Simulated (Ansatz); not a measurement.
Ansatz (a program for electronic structure) input (PBE0/def2-TZVPD):

Ansatz 0.2 input:
```yaml
crystal:
  periodic: [false, false, false]
  atoms:
    - {symbol: Zr, position_ang: [-0.00000000, -0.00000000, -0.28629840]}
    - {symbol: O, position_ang: [0.00000000, 0.00000000, 1.43149202]}
basis:
  gaussian:
    orbitals: def2-TZVPD
hamiltonian:
  xc: {name: PBE0}
magnetization: {spin_polarized: true, initial_magnetization: 2}
```

End of the output:

```
integrals: 0.02 GiB planned
583 factors; their error is unknown
mean field: 0.24 GiB planned
mean field evaluation 1: about -3314.0712 eV, gradient 5.4e1 eV
mean field evaluation 2: about -3135.9714 eV, gradient 1.6e2 eV
mean field evaluation 4: about -3324.6861 eV, gradient 6.1e0 eV
mean field evaluation 8: about -3324.8863 eV, gradient 7.1e-2 eV
mean field evaluation 16: about -3324.9141 eV, gradient 8.9e-5 eV
mean field -3324.91407745 eV, -122.1883386384 hartree, gradient 5.6e-5 eV, S^2 2.008690; 3 other end points of the search recorded, 0 dependent functions left out
reference -3324.91410762 eV, -122.1883397471 hartree; 11, 9 occupied and 69, 71 virtual orbitals, 583 factors
Total energy: -3324.91410762 eV, -122.1883397471 hartree
```

This state (charge 0, triplet) is run at the relaxed geometry of the species with charge 0 and multiplicity 1, and is a spin state other than that species' own.
